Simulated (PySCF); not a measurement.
# Identify the compound

Molecular formula: C4H9BO3. Simulated spectra:

1H NMR (300 MHz, computed): δ 4.11 (s, 4H), 3.93 (q, J = 7.8 Hz, 2H), 1.15 (t, J = 7.8 Hz, 3H).

13C{1H} NMR (computed): δ 67.7 (CH2, 2C), 63.3 (CH2), 19.9 (CH3).

Equivalent nuclei averaged, a single conformation, non-relativistic Hamiltonian, no solvent. σ from GIAO-KT3/pcSseg-1; PBE0-D3(BJ)/def2-SVP geometry; spin–spin couplings from B3LYP/pcJ-1 (spin–dipole term only in couplings to heteroatoms); PySCF 2.14.0 with density-fitted response routines.

Referencing at the same level of theory: TMS for 1H (σ = 31.32 ppm) and 13C (σ = 182.31 ppm).

Question: Choose the structure that fits.
A. CO[C@@H]1COB(C)O1
B. COB1OCCCO1
C. CCOB1OCCO1
D. COB(O)OC1CC1
E. CO[C@H]1CCOBO1

Answer: C. 

1. 3 carbon signals for 4 carbons: some carbons are equivalent by symmetry or fast rotation.
2. Carbon types of the structure: 3 × CH2, 1 × CH3, which accounts for all hydrogens.
3. δC 67.7, 63.3: sp3 CH2 bonded to O; pulled downfield by the heteroatom.
4. δC 19.9: methyl carbon; aliphatic region, no heteroatom directly attached.
5. δH 4.11, 3.93: hydrogen on an sp3 CH2 bonded to O; its carbon carries O, hence the downfield position.
6. δH 1.15: hydrogen on a methyl carbon.
7. The protons at 1.15 and 3.93 share a coupling of 7.8 Hz (vicinal).

The others: CO[C@H]1CCOBO1 would give 4 carbon signals, not 3; COB(O)OC1CC1 would give 4 signals for carbon-bound and other non-exchanging H, not 3; CO[C@@H]1COB(C)O1 would give 4 carbon signals, not 3; COB1OCCCO1 has carbons computed at 65.2, 51.0, 31.0.

Multiplet labels drop couplings under 1 Hz and merge nearly equal ones. Unscaled 3J(H,H) at this level run about 10 % above measured values. Shifts are as computed, not scaled to solution data. Of 1313 compounds with measured shifts, 239 miss one by over three times the rms of a fit or turn the order of signals round; such compounds aren't used in these exercises.
